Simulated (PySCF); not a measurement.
r2SCAN on P+ (phosphorus, charge +1), [Ne] 3s1 3p2 3d1, one real determinant (an excited configuration). All numbers are calculated (PySCF 2.14, the spin-free X2C one-electron Hamiltonian (Gaussian nucleus), in x2c-QZVPPall with one added diffuse shell each of s, p, d, f type (10s7p5d3f1g, 86 functions)).

```
cycle= 1 E= -341.069193574927  delta_E= -0.00979  |g|= 0.0175  |ddm|= 0.319
cycle= 2 E= -341.071427275383  delta_E= -0.00223  |g|= 0.0127  |ddm|= 0.263
cycle= 3 E= -341.071970519965  delta_E= -0.000543  |g|= 0.00766  |ddm|=  0.1
cycle= 4 E= -341.072251629736  delta_E= -0.000281  |g|= 0.00347  |ddm|= 0.11
cycle= 5 E= -341.072282308746  delta_E= -3.07e-05  |g|= 0.000751  |ddm|= 0.0398
cycle= 6 E= -341.072283491028  delta_E= -1.18e-06  |g|= 6.82e-05  |ddm|= 0.008
cycle= 7 E= -341.072283504104  delta_E= -1.31e-08  |g|= 1.41e-05  |ddm|= 0.00124
cycle= 8 E= -341.07228350516  delta_E= -1.06e-09  |g|= 2.33e-06  |ddm|= 0.000304
cycle= 9 E= -341.072283505166  delta_E= -5.51e-12  |g|= 2.4e-07  |ddm|= 1.64e-05
converged SCF energy = -341.072283505166  <S^2> = 6.0000723  2S+1 = 5.0000289
```

Highest occupied orbital energy: -6.946 eV; ⟨L²⟩ = 6.39; populations by l: s 5.27, p 8.00, d 0.73, f 0.00.

Q: Can this result be used?

A: Not for this state. Self-consistency was reached. ⟨L²⟩ = 6.39 against 12 for a pure F term, so this real determinant mixes terms. The outer electron is Rydberg-like, and this basis confines it to a smaller radius and binds it less than a complete one would. The s, p, d and f populations moved away from the nominal configuration during the SCF.
